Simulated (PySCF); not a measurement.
Harmonic spectrum computed at PBE0 in the def2-TZVP basis family (core potentials from Rb on, PySCF, no spin–orbit coupling):

```json
{"ω (cm⁻¹)": "130", "IR (km/mol)": "3.7"}
{"ω (cm⁻¹)": "231", "IR (km/mol)": "31.8"}
{"ω (cm⁻¹)": "1152", "IR (km/mol)": "107"}
```

**Question.** Which molecule gave it? In each, all ligands are bound to the one heavy central atom.
A. IWN (triplet)
B. ISiN (singlet)
C. IMoN (triplet)
D. IHfN (singlet)

**Answer.** C. It has Cs symmetry with Mo–I 2.654 Å, Mo–N 1.611 Å.
